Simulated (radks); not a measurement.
Valence configurations of Mg II (all share [Ne]). Method: Dirac Kohn-Sham, PBE, spin-unpolarised, spherical densities, finite nucleus; open shells fill j = l - 1/2 first; Fermi nuclear charge, rms radius 3.057 fm; computed with a radial shooting solver on a logarithmic mesh with Libxc functionals. Energies are relative to 3s1; eigenvalues in eV.

[
 {"valence": "3s1", "E (eV)": "0.000", "e(3p1/2)": "-", "e(3s1/2)": "-11.378"},
 {"valence": "3s0.5 3p0.5", "E (eV)": "2.170", "e(3p1/2)": "-7.445", "e(3s1/2)": "-11.805"},
 {"valence": "3p1", "E (eV)": "4.358", "e(3p1/2)": "-7.813", "e(3s1/2)": "-"}
]

NIST lists [Ne] 3s1 as the ground configuration; this level of theory agrees among the configurations tried. The energies are those of spherical spin-averaged densities, not of single terms.
